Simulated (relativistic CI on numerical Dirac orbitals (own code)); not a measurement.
# A ladder of approximations for the levels of Ne6+

Calculated with a relativistic CI code on KLI orbitals (one set per configuration, finite nucleus), adding one ingredient at a time: step 1, Dirac-Coulomb, each configuration alone; step 2, with Breit and QED terms; step 3, with configuration mixing; step 4, with scaled Slater integrals (0.9); step 5, with a P86 correlation estimate; step 6, tied to the ionisation limit. P86 is a density functional for the correlation energy, evaluated here for each configuration and added to its levels. Step 6 is semi-empirical: configurations made of the next ion and one excited electron move by 370 cm⁻¹, so that their limit matches the tabulated ionisation energy, and those with a non-penetrating f or g electron also take the P86 value of the least penetrating other one.

Configuration list (outside the closed core 1s2): 2s², 2s2p, 2s3s, 2s3p, 2s3d, 2p3p, 2s4s, 2s4p, 2s4d, 2p4p, 2s5p, 2s5d, 2s6p, 2s6d, 2s7d, 2p².

Computed minus measured energy above the ground level, in cm⁻¹, for 15 of the 15 excited levels that pair in every step (one J of a term; a digit in brackets numbers repeated terms):

```
Configuration  Term  J  Measured  Step 1  Step 2  Step 3  Step 4  Step 5  Step 6
         2s2p   1P°  1    214952  -12583  -12684   13330     420    2332    2702
         2s3s    1S  0    998250  -18226  -18438   -1509   -6096   -2633   -2276
         2s3p   1P°  1   1025690  -12652  -12910   13080    8158   12181   12551
         2s3d    1D  2   1071900  -22736  -23028    3811   -2113    1096    1461
         2p3p    3P  0   1172000  -25208  -25467    1236   -3872    1458    1458
         2p3p    1S  0   1193000  -11556  -11872   20383   11133   16418   16440
         2s4s    1S  0   1307080  -27078  -27336     -25   -5203     311     666
         2s4p   1P°  1   1319870  -25694  -25972      80   -4438    1120    1490
         2s4d    1D  2   1333920  -25924  -26214     583   -4330     160     529
         2p4p    1P  1   1443900  -26647  -26964    -677   -4441    2816    2818
         2s5p   1P°  1   1444040  -22140  -22424    3643    -760    5048    5418
         2s5d    1D  2   1456680  -28099  -28389   -2041   -6627   -1265    -910
         2s6p   1P°  1   1518600  -28061  -28347   -2280   -6635    -601    -231
         2s6d    1D  2   1521880  -27603  -27892   -1499   -5962    -247     123
         2s7d    1D  2   1562120  -28181  -28470   -2182   -6580    -499    -129
```

Mean absolute errors in cm⁻¹, over all paired levels and for the first 12 configurations:

| Configuration, levels | Step 1 | Step 2 | Step 3 | Step 4 | Step 5 | Step 6 |
| --- | --- | --- | --- | --- | --- | --- |
| all, 15 | 22826 | 23094 | 4424 | 5118 | 3212 | 3280 |
| 2s2p, 1 | 12583 | 12684 | 13330 | 420 | 2332 | 2702 |
| 2s3s, 1 | 18226 | 18438 | 1509 | 6096 | 2633 | 2276 |
| 2s3p, 1 | 12652 | 12910 | 13080 | 8158 | 12181 | 12551 |
| 2s3d, 1 | 22736 | 23028 | 3811 | 2113 | 1096 | 1461 |
| 2p3p, 2 | 18382 | 18670 | 10810 | 7502 | 8938 | 8949 |
| 2s4s, 1 | 27078 | 27336 | 25 | 5203 | 311 | 666 |
| 2s4p, 1 | 25694 | 25972 | 80 | 4438 | 1120 | 1490 |
| 2s4d, 1 | 25924 | 26214 | 583 | 4330 | 160 | 529 |
| 2p4p, 1 | 26647 | 26964 | 677 | 4441 | 2816 | 2818 |
| 2s5p, 1 | 22140 | 22424 | 3643 | 760 | 5048 | 5418 |
| 2s5d, 1 | 28099 | 28389 | 2041 | 6627 | 1265 | 910 |
| 2s6p, 1 | 28061 | 28347 | 2280 | 6635 | 601 | 231 |

Measured levels: NIST levels in Podobedova, Fuhr, Reader and Wiese, J. Phys. Chem. Ref. Data 33, 525 (2004).

Task: What does each ingredient do to the ground and the excited configurations, and where is the model closest to experiment?

Result: Mixing lowers the ground level by 26038, with 2p² as its largest admixture; relative to it the configurations that move most are 2p3p by +29479, 2s4s by +27312, 2s3d by +26838. Configurations whose own partners of that kind are not in the list rise by much of that lowering, so a short list can trade one imbalance for another. The P86 estimate moves 2p4p by +7257, 2s7d by +6082, 2s6p by +6034, and takes the mean absolute error of the excited configurations from 5118 to 3212. Step 6 takes that error from 3212 to 3280; the error more than halves for 2s6p, 2s6d, 2s7d; it grows for 2s4s, 2s4d. The shift fits the limit, so it does little for low levels whose errors differ from those near the limit. The mean absolute error is lowest at step 5 (3212 cm⁻¹), and the largest single drop is from step 2 to 3 (23094 to 4424).
